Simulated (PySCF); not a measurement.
This script is equivalent to a calculation on Sr (strontium, neutral).

```python
from pyscf import gto, scf, dft, mp, cc
import basis_set_exchange as bse
mol = gto.M(atom="Sr 0 0 0", charge=0, spin=0, symmetry="D2h",
            basis=gto.basis.parse(bse.get_basis("x2c-TZVPall", elements=["Sr"], fmt="nwchem", header=False)),
            nucmod="G")
mf = dft.UKS(mol, xc="TPSS").sfx2c1e()
mf.irrep_nelec = {'Ag': (7, 7), 'B1g': (1, 1), 'B2g': (1, 1), 'B3g': (1, 1), 'B1u': (3, 3), 'B2u': (3, 3), 'B3u': (3, 3)}
mf.kernel()
```

(1) What total energy does it give?

(2) Which occupied shell lies highest, and where?

Answers

(1) -3179.11 hartree (calculated).

(2) 5s, at -3.517 eV.
